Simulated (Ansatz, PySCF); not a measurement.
C5H9O, SMILES C([CH]C)C(C)=O, multiplicity 2. Atoms are numbered in the order given.

```xyz
15

C      2.1250     0.8679    -0.4113
C      1.4247    -0.2852     0.2185
C      0.1821    -0.1428     1.0365
C     -1.0584    -0.3457     0.1444
C     -1.5018     0.8530    -0.6704
O     -1.6193    -1.4149     0.0827
H      3.2052     0.6739    -0.5230
H      1.7516     1.0880    -1.4348
H      2.0000     1.7934     0.1758
H      1.6934    -1.2979    -0.0997
H      0.1401     0.8541     1.5083
H      0.1306    -0.9188     1.8165
H     -2.2862     0.5554    -1.3785
H     -0.6529     1.3010    -1.2099
H     -1.8957     1.6302     0.0066
```
Charge 0, spin multiplicity 2.

Coordinates come from a B3LYP-D3(BJ)/def2-SVP optimisation. The isomer is the one that the SMILES or the coordinates give; other isomers of the formula were not compared. Other conformers were not sampled.

Two levels are set side by side: PBE-D3(BJ)/def2-SVP (Ansatz, a first-principles code) and B3LYP-D3(BJ)/def2-SVP (Ansatz). Each level has its own optimised geometry; the coordinates shown are those of the second. Frequencies come from the Hessian of PySCF at each geometry. Differences are taken from unrounded values.

```json
[
 {"quantity": "mean bond length (Å)", "B3LYP-D3(BJ)": "1.226", "PBE-D3(BJ)": "1.233", "PBE-D3(BJ) minus B3LYP-D3(BJ)": "0.006"},
 {"quantity": "bond C1–C2 (Å)", "B3LYP-D3(BJ)": "1.489", "PBE-D3(BJ)": "1.488", "PBE-D3(BJ) minus B3LYP-D3(BJ)": "-0.001"},
 {"quantity": "bond C2–C3 (Å)", "B3LYP-D3(BJ)": "1.494", "PBE-D3(BJ)": "1.492", "PBE-D3(BJ) minus B3LYP-D3(BJ)": "-0.003"},
 {"quantity": "bond C3–C4 (Å)", "B3LYP-D3(BJ)": "1.541", "PBE-D3(BJ)": "1.550", "PBE-D3(BJ) minus B3LYP-D3(BJ)": "0.009"},
 {"quantity": "bond C4–C5 (Å)", "B3LYP-D3(BJ)": "1.516", "PBE-D3(BJ)": "1.518", "PBE-D3(BJ) minus B3LYP-D3(BJ)": "0.002"},
 {"quantity": "bond C4–O6 (Å)", "B3LYP-D3(BJ)": "1.209", "PBE-D3(BJ)": "1.219", "PBE-D3(BJ) minus B3LYP-D3(BJ)": "0.010"},
 {"quantity": "bond C1–H7 (Å)", "B3LYP-D3(BJ)": "1.103", "PBE-D3(BJ)": "1.111", "PBE-D3(BJ) minus B3LYP-D3(BJ)": "0.008"},
 {"quantity": "bond C1–H8 (Å)", "B3LYP-D3(BJ)": "1.111", "PBE-D3(BJ)": "1.120", "PBE-D3(BJ) minus B3LYP-D3(BJ)": "0.008"},
 {"quantity": "bond C1–H9 (Å)", "B3LYP-D3(BJ)": "1.103", "PBE-D3(BJ)": "1.111", "PBE-D3(BJ) minus B3LYP-D3(BJ)": "0.008"},
 {"quantity": "bond C2–H10 (Å)", "B3LYP-D3(BJ)": "1.095", "PBE-D3(BJ)": "1.103", "PBE-D3(BJ) minus B3LYP-D3(BJ)": "0.008"},
 {"quantity": "bond C3–H11 (Å)", "B3LYP-D3(BJ)": "1.104", "PBE-D3(BJ)": "1.112", "PBE-D3(BJ) minus B3LYP-D3(BJ)": "0.008"},
 {"quantity": "bond C3–H12 (Å)", "B3LYP-D3(BJ)": "1.101", "PBE-D3(BJ)": "1.109", "PBE-D3(BJ) minus B3LYP-D3(BJ)": "0.008"},
 {"quantity": "bond C5–H13 (Å)", "B3LYP-D3(BJ)": "1.098", "PBE-D3(BJ)": "1.105", "PBE-D3(BJ) minus B3LYP-D3(BJ)": "0.007"},
 {"quantity": "bond C5–H14 (Å)", "B3LYP-D3(BJ)": "1.101", "PBE-D3(BJ)": "1.109", "PBE-D3(BJ) minus B3LYP-D3(BJ)": "0.008"},
 {"quantity": "bond C5–H15 (Å)", "B3LYP-D3(BJ)": "1.103", "PBE-D3(BJ)": "1.111", "PBE-D3(BJ) minus B3LYP-D3(BJ)": "0.008"},
 {"quantity": "highest harmonic wavenumber (cm⁻¹)", "B3LYP-D3(BJ)": "3166", "PBE-D3(BJ)": "3106", "PBE-D3(BJ) minus B3LYP-D3(BJ)": "-60"},
 {"quantity": "mean harmonic wavenumber (cm⁻¹)", "B3LYP-D3(BJ)": "1416", "PBE-D3(BJ)": "1379", "PBE-D3(BJ) minus B3LYP-D3(BJ)": "-37"},
 {"quantity": "zero-point energy (kcal/mol)", "B3LYP-D3(BJ)": "78.96", "PBE-D3(BJ)": "76.87", "PBE-D3(BJ) minus B3LYP-D3(BJ)": "-2.09"}
]
```

GGA bonds tend to be longer and softer than those of functionals with exact exchange. Differences between two approximate levels are no errors against the true value.
